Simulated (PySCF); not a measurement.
**Which determinant of LiZn⁺ lies lowest?**

Unrestricted PBE0; basis Li x2c-SVPall, Zn x2c-SVPall; spin-free X2C with a Gaussian nucleus; PySCF 2.14. Outer shells of the fragments: Li+ closed shells only; Zn 3d10 4s2.

Followed along the bond (rough minima from three points):

```json
{"2Ms+1": "1", "unpaired": "none", "⟨S²⟩ at the start": "0.00", "R at minimum (Å)": "2.67", "Te (eV)": "0.00"}
{"2Ms+1": "3", "unpaired": "σ ↑↑", "⟨S²⟩ at the start": "2.00", "R at minimum (Å)": "none in the scan", "Te (eV)": "≤ 3.49"}
```

Solutions found at the starting distance of 2.575 Å, counted from the lowest of them; the search is not exhaustive and high or unbound solutions are not listed, so other states can lie among these:

| 2Ms+1 | unpaired | term | E (eV) | ⟨S²⟩ | ⟨Lz²⟩ | μ (D) |
| --- | --- | --- | --- | --- | --- | --- |
| 1 | none | ¹Σ⁺ | 0.00 | 0.00 | 0.00 | -7.61 |
| 3 | σ ↑↑ | ³Σ⁺ | 3.69 | 2.00 | 0.00 | -7.43 |
| 3 | σ ↑, π ↑ | ³Π | 4.90 | 2.00 | 1.00 | -5.17 |
| 1 | σ ↓, π ↑ | mixed | 5.66 | 1.00 | 1.00 | -3.87 |

A term symbol is given only where ⟨S²⟩ and ⟨Lz²⟩ are close to those of a pure state; real π, δ and φ orbitals otherwise mix terms. A positive dipole points towards Zn; it is taken about the centre of mass and depends on that origin.

Counting both spins, an empty level lies below a filled one in some of these solutions, because spin and occupation are held.
